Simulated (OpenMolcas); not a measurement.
Re4+ among 6 point charges of -1.7 e arranged as an octahedron (Oh), 1.72 Å from the ion.
```
   1.7200    0.0000    0.0000  -1.70
   0.0000    1.7200    0.0000  -1.70
  -1.7200    0.0000    0.0000  -1.70
   0.0000   -1.7200    0.0000  -1.70
   0.0000    0.0000    1.7200  -1.70
   0.0000    0.0000   -1.7200  -1.70
```

```json
{
 "Program": "OpenMolcas 26.06",
 "Method": "SS-CASPT2, IPEA 0.25 Eh, imaginary shift 0.1 Eh (closed shells correlated: 5s 5p)",
 "Basis": "ANO-RCC-VDZP [7s6p4d2f1g]",
 "Scalar Hamiltonian": "DKH2, point nucleus",
 "Active space": "3 electrons in 5 orbitals (5d)",
 "State averaging": "2S+1 = 4 even, 10 roots; 2S+1 = 2 even, 40 roots",
 "Spin-orbit coupling": "RASSI with atomic mean-field integrals over the reference wave functions"
}
```

(1) What is the spin-free ground state (labels of O, the rotations of Oh)?

(2) Where is the first state of the same spin?

(3) What are the lowest two levels with spin-orbit coupling?

(4) What is χT at 300 K, and how does it compare with the textbook value?

(5) Which ligand-field parameters describe the states?

## Answers

(1) 4A2, 1-fold in its orbital part, 100 % from free-ion F terms; it has the highest spin that d3 allows.

(2) 4T2 at 23200 cm-1 above the ground state.

(3) A 4-fold level Γ8, then a 4-fold level Γ8 11950 cm-1 above it. Their leading multiplicities are 4 (94 %) and 2 (85 %).

(4) The lowest level has 2S+1 = 4, for which the spin-only value is χT = S(S+1) / 2 = 1.875 cm3 K/mol (g = 2). The computed 1.004 at 300 K differs by -0.871, through orbital momentum, spin-orbit coupling and any other state in reach.

(5) A least-squares ligand-field fit to the states below 45000 cm-1, each weighted by its degeneracy and with a free common offset, gives 10Dq = 23670 cm-1, B = 720 cm-1 and C = 2765 cm-1 (C/B = 3.84), with an rms deviation of 240 cm-1. 

Roots that are degenerate in the reference are averaged as groups; the widest CASPT2 spread within a group is 230 cm-1 (the 3-fold group of multiplicity 2 near 37100 cm-1 above the lowest state of its run). Shifts and gaps below about the spread of the groups concerned are not significant. Free-ion shares, where given, are those of the reference states; single-state CASPT2 does not remix them. This is an electrostatic model: the charges have no orbitals. No measured value stands beside these numbers.
